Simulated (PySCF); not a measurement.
H3HfO3, sextet, at a GFN2-xTB geometry of the parent state (such geometries of metal compounds can be far from the true shape) (the multiplicity is a formal guess) (core potentials on Hf); SVWN5/def2-SVP in PySCF.

Here is a job for PySCF.
```python
from pyscf import gto, scf, dft

mol = gto.M(
    atom='''
Hf    0.02003494   -0.04142502    0.04666408
O     1.50219233   -0.12177492   -1.07532677
H     1.50657928    0.40421577   -1.88523804
O    -0.47977780   -0.81968077    1.65944460
H    -1.34165278   -0.58759156    2.02775851
O    -1.11915871    1.14542333   -0.81548044
H    -0.83348867    1.53423643   -1.65143302
''',
    basis='def2-svp',
    ecp={'Hf': 'def2-svp'},
    spin=5,
    verbose=4,
)

mf = dft.ROKS(mol)
mf.xc = 'lda,vwn'
mf.kernel()
```

Output, abridged:

```
PySCF version 2.14.0

[INPUT] verbose = 4
[INPUT] num. atoms = 7
[INPUT] num. electrons = 39
[INPUT] charge = 0
[INPUT] spin (= nelec alpha-beta = 2S) = 5
[INPUT] symmetry False subgroup None
[INPUT] Mole.unit = angstrom
[INPUT] Symbol           X                Y                Z      unit          X                Y                Z       unit  Magmom
[...]
nuclear repulsion = 142.384899215743
number of shells = 39
number of NR pGTOs = 150
number of NR cGTOs = 89
basis = def2-svp
ecp = {'Hf': 'def2-svp'}

******** <class 'pyscf.dft.roks.ROKS'> ********
method = ROKS
initial guess = minao
damping factor = 0
level_shift factor = 0
DIIS = <class 'pyscf.scf.diis.CDIIS'>
diis_start_cycle = 1
diis_space = 8
diis_damp = 0
SCF conv_tol = 1e-09
SCF conv_tol_grad = None
SCF max_cycles = 50
direct_scf = True
direct_scf_tol = 1e-13
num. doubly occ = 17  num. singly occ = 5
XC library pyscf.dft.libxc version 7.1.2
    S. Lehtola, C. Steigemann, M. J. T. Oliveira, and M. A. L. Marques,  SoftwareX 7, 1–5 (2018)
XC functionals = lda,vwn
    P. A. M. Dirac,  Math. Proc. Cambridge Philos. Soc. 26, 376 (1930)
    F. Bloch,  Z. Phys. 57, 545 (1929)
    S. H. Vosko, L. Wilk, and M. Nusair,  Can. J. Phys. 58, 1200 (1980)
radial grids:
    Treutler-Ahlrichs [JCP 102, 346 (1995); DOI:10.1063/1.469408] (M4) radial grids

becke partition: Becke, JCP 88, 2547 (1988); DOI:10.1063/1.454033
pruning grids: <function nwchem_prune>
grids dens level: 3
symmetrized grids: False
atomic radii adjust function: <function treutler_atomic_radii_adjust>
small_rho_cutoff = 0
Set gradient conv threshold to 3.16228e-05
tot grids = 95464
init E= -261.268976594849
[...]
cycle= 1 E= -272.45888902574  delta_E= -11.2  |g|= 1.39  |ddm|= 5.59
[...]
cycle= 2 E= -270.067014912037  delta_E= 2.39  |g|= 2.85  |ddm|= 4.96

WARN: HOMO 0.297910237372115 >= LUMO -0.229745587869818

cycle= 3 E= -270.017701143195  delta_E= 0.0493  |g|= 2.48  |ddm|= 6.46

WARN: HOMO 0.0179387344296127 >= LUMO -0.0436492408128584

cycle= 4 E= -272.489161880351  delta_E= -2.47  |g|= 1.35  |ddm|= 5.83

WARN: HOMO -0.000624999623374329 >= LUMO -0.344091388222516

cycle= 5 E= -271.200201610004  delta_E= 1.29  |g|= 1.86  |ddm|=  2.6

WARN: HOMO 0.0100035506723195 >= LUMO -0.350362446174093

cycle= 6 E= -271.104459832481  delta_E= 0.0957  |g|= 1.74  |ddm|= 3.89

WARN: HOMO 0.0329526938639759 >= LUMO -0.382469497499187

cycle= 7 E= -271.530087429219  delta_E= -0.426  |g|= 1.41  |ddm|= 4.89

[...]

cycle= 32 E= -272.96193715949  delta_E= 0.0941  |g|= 0.657  |ddm|= 2.49

WARN: HOMO -0.0152305261657376 >= LUMO -0.0579436368377024

cycle= 33 E= -273.0400847726  delta_E= -0.0781  |g|= 0.53  |ddm|= 2.33

WARN: HOMO -0.0156553723843237 >= LUMO -0.0368463423106387

cycle= 34 E= -273.079639471955  delta_E= -0.0396  |g|= 0.377  |ddm|= 2.54

WARN: HOMO -0.0166560706378632 >= LUMO -0.0537551730853663

cycle= 35 E= -273.024259749514  delta_E= 0.0554  |g|= 0.586  |ddm|= 2.49

WARN: HOMO -0.0212353465638724 >= LUMO -0.0427729313257538

cycle= 36 E= -273.062888346706  delta_E= -0.0386  |g|= 0.415  |ddm|= 2.31

WARN: HOMO -0.0125247178034119 >= LUMO -0.0467165777611413

cycle= 37 E= -272.974455149388  delta_E= 0.0884  |g|= 0.663  |ddm|= 2.26

WARN: HOMO -0.0165092887490439 >= LUMO -0.0463269466895509

cycle= 38 E= -273.05237791326  delta_E= -0.0779  |g|= 0.448  |ddm|= 2.46

WARN: HOMO -0.0239348065401605 >= LUMO -0.0509925356774844

cycle= 39 E= -273.1253629244  delta_E= -0.073  |g|= 0.341  |ddm|= 2.38
[...]
cycle= 40 E= -272.915774247984  delta_E= 0.21  |g|=  0.8  |ddm|= 2.64

WARN: HOMO -0.0317659655598146 >= LUMO -0.0578076103640361

cycle= 41 E= -272.994599414161  delta_E= -0.0788  |g|= 0.63  |ddm|= 2.54

WARN: HOMO -0.0252926543093552 >= LUMO -0.0508015355991316

cycle= 42 E= -272.992506639425  delta_E= 0.00209  |g|= 0.619  |ddm|= 2.44

WARN: HOMO -0.041912944699014 >= LUMO -0.0616287906562917

cycle= 43 E= -272.968855489379  delta_E= 0.0237  |g|= 0.684  |ddm|= 2.48

WARN: HOMO -0.0283690804039158 >= LUMO -0.0606613281502881

cycle= 44 E= -273.115660721768  delta_E= -0.147  |g|= 0.32  |ddm|= 2.56

WARN: HOMO -0.0528934651042094 >= LUMO -0.0696730442607761

cycle= 45 E= -273.046157852495  delta_E= 0.0695  |g|= 0.513  |ddm|=  2.5

WARN: HOMO -0.0299225048113101 >= LUMO -0.0657442769990304

cycle= 46 E= -273.112531065036  delta_E= -0.0664  |g|= 0.277  |ddm|=  2.5

WARN: HOMO -0.0605670809771053 >= LUMO -0.071415083289473

cycle= 47 E= -272.65261506919  delta_E= 0.46  |g|= 1.12  |ddm|= 2.58

WARN: HOMO 0.0782799793355059 >= LUMO -0.0658415968812754

cycle= 48 E= -272.935969909558  delta_E= -0.283  |g|= 0.467  |ddm|= 6.72

WARN: HOMO -0.0540529126847649 >= LUMO -0.0640622692982267

cycle= 49 E= -272.997219432289  delta_E= -0.0612  |g|= 0.601  |ddm|= 6.73

WARN: HOMO -0.029463433992097 >= LUMO -0.0672114941801975

cycle= 50 E= -273.044470095798  delta_E= -0.0473  |g|= 0.454  |ddm|= 2.16
SCF not converged.
SCF energy = -273.044470095798
```

Convergence was not reached.
